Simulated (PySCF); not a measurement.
**Where the electron goes**

Compound: C3H11FOSi2.
Structure used (GFN2-xTB), in Å, numbered top down from 1:
```
atom  x, y, z in Å
C1     2.868   -0.766   -0.385
Si2    1.915    0.792    0.127
O3     0.368    0.659   -0.359
Si4   -1.088    0.305   -0.972
C5    -2.393    1.409   -0.158
C6    -1.412   -1.539   -0.537
F7    -2.663   -1.943   -0.967
H8     2.878   -0.891   -1.464
H9     2.421   -1.661    0.042
H10    3.899   -0.722   -0.050
H11    1.850    0.931    1.584
H12    2.432    1.993   -0.529
H13   -1.008    0.459   -2.426
H14   -2.247    2.452   -0.425
H15   -3.393    1.125   -0.471
H16   -2.354    1.342    0.927
H17   -0.696   -2.210   -1.018
H18   -1.386   -1.730    0.540
```

Computed, not measured: PySCF 2.14.0, density-fitted response routines, TDDFT CAM-B3LYP/def2-SVPD, vertical, gas phase, core orbitals frozen in the response.

Frontier orbitals with the atoms that hold most of them (Löwdin shares over 4%, at most four atoms; ? is withheld):

| orbital | ε (eV) | atoms |
| --- | --- | --- |
| LUMO+2 | 1.39 | C5 17%, Si4 13%, F7 8%, H16 7% |
| LUMO+1 | 1.26 | Si2 15%, C1 12%, C6 10%, Si4 8% |
| LUMO | 1.05 | Si2 26%, Si4 14%, C1 11%, O3 5% |
| HOMO | ? | ? |
| HOMO-1 | -9.77 | ? |
| HOMO-2 | -10.48 | C1 21%, Si2 19%, H12 14%, O3 11% |
| HOMO-3 | -10.81 | Si2 15%, H11 13%, Si4 11%, C5 10% |

Problem. Which atoms hold the HOMO, and with what shares?

Solution. C6 (bonded to F, Si and 2 H) 22%; O3 (bonded to 2 Si) 18%; F7 (bonded to C) 15%; Si4 (bonded to 2 C, O and H) 14%.

Problem. Which atoms hold the HOMO-1, and with what shares?

Solution. O3 (bonded to 2 Si) 28%; Si4 (bonded to 2 C, O and H) 13%; H13 (bonded to Si) 12%; Si2 (bonded to C, O and 2 H) 11%. By element: oxygen 28%, silicon 24%, hydrogen 12% or more.

Problem. What is the HOMO energy, and the HOMO–LUMO gap?

Solution. ε(HOMO) = -9.40 eV; the gap is 10.45 eV (0.3839 hartree).

Problem. The HOMO–LUMO gap is 10.45 eV. Where does the response calculation put the lowest singlet, and from which orbitals?

Solution. S1 is at 7.19 eV (f = 0.0072), 3.26 eV below the gap, made of HOMO→LUMO+1 (41%), HOMO→LUMO (25%), HOMO→LUMO+2 (19%). Its leading pair isn't HOMO and LUMO; the energies of that pair differ by 10.66 eV. 

Next come S2 at 7.58 eV (f 0.0080), HOMO-1→LUMO (50%), HOMO-1→LUMO+1 (34%); S3 at 7.69 eV (f 0.031), HOMO→LUMO (47%), HOMO→LUMO+2 (18%), HOMO→LUMO+3 (9%); S4 at 8.05 eV (f 0.040), HOMO→LUMO+1 (32%), HOMO→LUMO+2 (20%), HOMO-2→LUMO+1 (20%); S5 at 8.18 eV (f 0.037), HOMO-1→LUMO+1 (37%), HOMO-1→LUMO (28%).

Löwdin shares depend on the basis, the more so with diffuse functions.

One conformer stands for the species.
